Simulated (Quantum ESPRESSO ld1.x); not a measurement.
Values are calculated unless marked as measured or tabulated.
The selenium ion Se3+, configuration [Ar] 3d10 4s1.75 4p1 5s0.25 (fractional occupations, a model configuration). Code: ld1.x of Quantum ESPRESSO 7.5. Model: scalar-relativistic Kohn-Sham, PBE, spin-unpolarised, spherical densities, point nucleus.

Unscreened Slater integrals over Kohn-Sham orbitals (eV).

integral     value
F0(5s,5s)   6.6626
F0(5s,4p)   8.1113
G1(5s,4p)  0.86413
F0(5s,4s)   8.2940
G0(5s,4s)  0.54513
F0(5s,3d)   9.1006
G2(5s,3d)  0.34212
F0(4p,4p)   13.126
F2(4p,4p)   6.9808
F0(4p,4s)   13.965
G1(4p,4s)   9.4060
F0(4p,3d)   16.904
F2(4p,3d)   3.7569
G1(4p,3d)   1.3349
G3(4p,3d)   1.2206
F0(4s,4s)   15.029
F0(4s,3d)   19.019
G2(4s,3d)   1.7937
F0(3d,3d)   39.977
F2(3d,3d)   19.002
F4(3d,3d)   11.925

Derived for the open shells (J is the average intra-shell exchange parameter used in DFT+U). 4p: J = F2/5 = 1.396 eV.
